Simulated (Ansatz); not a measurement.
Ansatz (an electronic-structure program) input:
A basis named .json is the Basis Set Exchange file of that set.

Ansatz 0.2 input:
```yaml
crystal:
  periodic: [false, false, false]
  atoms:
    - {symbol: Si, position_ang: [0.01948818, -0.43777756, -0.10293778]}
    - {symbol: N, position_ang: [1.36604161, 0.57197749, -0.46774001]}
    - {symbol: N, position_ang: [-1.39982509, 0.18692618, 0.64618647]}
    - {symbol: H, position_ang: [0.53666540, -1.45908698, 0.83339069]}
    - {symbol: H, position_ang: [-0.42828634, -0.97551289, -1.40585561]}
    - {symbol: H, position_ang: [1.99371968, 0.89432904, 0.25182644]}
    - {symbol: H, position_ang: [1.35089916, 1.20782374, -1.24947489]}
    - {symbol: H, position_ang: [-1.42280477, 0.40744566, 1.62928477]}
    - {symbol: H, position_ang: [-2.06654327, 0.74156163, 0.13283227]}
basis:
  gaussian:
    orbitals: aug-cc-pV_T+d_Z.json
    fitting: {mean_field: def2-universal-jkfit, correlation: aug-cc-pVTZ-RIFIT.json}
magnetization: {spin_polarized: false}
correlation: {method: mp2, electrons: outside_noble_gas}
```

Problem. Predict the final energy.

Solution. -402.02746 Eh (RI-MP2/aug-cc-pV(T+d)Z). The basis has 285 functions.
